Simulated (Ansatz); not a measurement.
`[F][Ta]([F])([F])([F])[Cl]` and `[OH][Ta]([F])([F])([F])[F]` differ in one atom or group.

Ansatz, PBE0-D4/def2-TZVP geometries, multiplicity 1. Each molecule was computed in one conformer, which needn't be the lowest.

Elements past krypton have def2 core potentials.

| property | `[F][Ta]([F])([F])([F])[Cl]` |
| --- | --- |
| ideal-gas entropy at 298 K and 1 bar (rigid rotor, harmonic PBE0-D4/def2-TZVP) / J/(mol·K) | 369 |
| HOMO–LUMO gap (PBE0/def2-TZVPP) / eV | 7.04 |
| HOMO–LUMO gap (B3LYP/def2-TZVPP) / eV | 6.52 |
| HOMO–LUMO gap (ωB97M-V/def2-TZVPP) / eV | 11.52 |
| zero-point energy (PBE0-D4/def2-TZVP) / kJ/mol | 27.0 |
| HOMO energy (PBE/def2-TZVPP) / eV | -8.47 |

Task: Give the same properties after the change, and the shifts. (Estimate.)

Result: Ansatz gave: 
```json
{"property": "ideal-gas entropy at 298 K and 1 bar (rigid rotor, harmonic PBE0-D4/def2-TZVP) / J/(mol·K)", "`[OH][Ta]([F])([F])([F])[F]`": "369", "shift": "0"}
{"property": "HOMO–LUMO gap (PBE0/def2-TZVPP) / eV", "`[OH][Ta]([F])([F])([F])[F]`": "9.02", "shift": "1.98"}
{"property": "HOMO–LUMO gap (B3LYP/def2-TZVPP) / eV", "`[OH][Ta]([F])([F])([F])[F]`": "8.47", "shift": "1.95"}
{"property": "HOMO–LUMO gap (ωB97M-V/def2-TZVPP) / eV", "`[OH][Ta]([F])([F])([F])[F]`": "13.76", "shift": "2.24"}
{"property": "zero-point energy (PBE0-D4/def2-TZVP) / kJ/mol", "`[OH][Ta]([F])([F])([F])[F]`": "57.6", "shift": "30.6"}
{"property": "HOMO energy (PBE/def2-TZVPP) / eV", "`[OH][Ta]([F])([F])([F])[F]`": "-8.83", "shift": "-0.36"}
```

With PBE0 the HOMO falls by 0.69 eV and the LUMO rises by 1.29 eV, so the gap widens by about 1.98 eV. PBE moves the HOMO by -0.36 eV and ωB97M-V by -0.90 eV. The zero-point energy changes by 30.6 kJ/mol with +3 modes.

B3LYP here is the variant with VWN-RPA as its local correlation; programs differ in this.
